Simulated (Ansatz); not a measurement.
`[GaH2][GaH][GeH3]` and `[OH][GaH][GaH2]` differ in one atom or group.

Ansatz, PBE0-D4/def2-TZVP geometries, multiplicity 1. Each molecule was computed in one conformer, which needn't be the lowest.

Scalar relativity is left out up to krypton.

```
                                                                                  property  `[GaH2][GaH][GeH3]`
                                          size of the dipole moment (B3LYP/def2-TZVPP) / D                 0.47
                                                       HOMO energy (B3LYP/def2-TZVPP) / eV                -6.66
                                                   HOMO–LUMO gap (ωB97M-V/def2-TZVPP) / eV                 8.22
                                            size of the dipole moment (PBE/def2-TZVPP) / D                 0.40
                                                       HOMO–LUMO gap (PBE/def2-TZVPP) / eV                 2.90
ideal-gas entropy at 298 K and 1 bar (rigid rotor, harmonic PBE0-D4/def2-TZVP) / J/(mol·K)                  395
```

Give the same properties after the change, and the shifts. (Estimate.)

Computed: 
| property | `[OH][GaH][GaH2]` | shift |
| --- | --- | --- |
| size of the dipole moment (B3LYP/def2-TZVPP) / D | 1.24 | 0.77 |
| HOMO energy (B3LYP/def2-TZVPP) / eV | -7.06 | -0.40 |
| HOMO–LUMO gap (ωB97M-V/def2-TZVPP) / eV | 8.85 | 0.63 |
| size of the dipole moment (PBE/def2-TZVPP) / D | 1.11 | 0.71 |
| HOMO–LUMO gap (PBE/def2-TZVPP) / eV | 3.27 | 0.37 |
| ideal-gas entropy at 298 K and 1 bar (rigid rotor, harmonic PBE0-D4/def2-TZVP) / J/(mol·K) | 340 | -55 |

With PBE0 the HOMO falls by 0.39 eV and the LUMO rises by 0.13 eV, so the gap widens by about 0.52 eV. PBE moves the HOMO by -0.28 eV and ωB97M-V by -0.49 eV. The zero-point energy changes by -23.7 kJ/mol with -6 modes. Dipoles are sizes alone; their direction can turn. Modes under 60 cm⁻¹, often nearly free rotors, make the harmonic entropy too high.

B3LYP here is the variant with VWN-RPA as its local correlation; programs differ in this.
